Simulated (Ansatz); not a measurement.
Reaction (redistribution): `F[CH]([GaH2])[SiH2]Cl` + `[NH2][Al]([OH])[F]` → `[NH2][Al]([OH])[SiH2]Cl` + `F[CH](F)[GaH2]`

Isolated molecules relaxed with PBE0-D4/def2-TZVP in Ansatz; ΔE leaves out vibrations. CBS: MP2 limit from def2 TZ/QZ plus the TZ coupled-cluster correction, frozen cores. DFT in def2-TZVPP. For Ga outer-core shells are correlated without core-valence functions, which leaves a few kJ/mol of doubt a bond. Scalar relativity is left out up to krypton. One conformer a species, not always the lowest.

| species | ωB97M-V energy (Eh) |
| --- | --- |
| `F[CH]([GaH2])[SiH2]Cl` | -2815.40300 |
| `[NH2][Al]([OH])[F]` | -474.26868 |
| `[NH2][Al]([OH])[SiH2]Cl` | -1125.24225 |
| `F[CH](F)[GaH2]` | -2164.34107 |

Q: Work out ΔE.

A: ΔE = (-1125.24225) + (-2164.34107) − (-2815.40300) − (-474.26868) = 0.08836 Eh = +232.0 kJ/mol. CCSD(T)/CBS gives +241.5 kJ/mol.

Largest T1 diagnostic among the species: 0.013.

The D4 term adds +4.3 kJ/mol with B3LYP and +2.1 kJ/mol with PBE0; it sums over pairs of atoms, weighted by their polarisabilities, and B3LYP, whose exchange is more repulsive, gets the larger term. From PBE to PBE0 (25 % exact exchange), in def2-TZVPP and without D4, ΔE moves by +9.4 kJ/mol. In def2-TZVPP, CCSD(T) changes the Hartree–Fock value by +4.4 kJ/mol (the triples alone add −1.2 kJ/mol) and MP2 by +22.0 kJ/mol.

B3LYP here is the variant with VWN-RPA as its local correlation; programs differ in this.
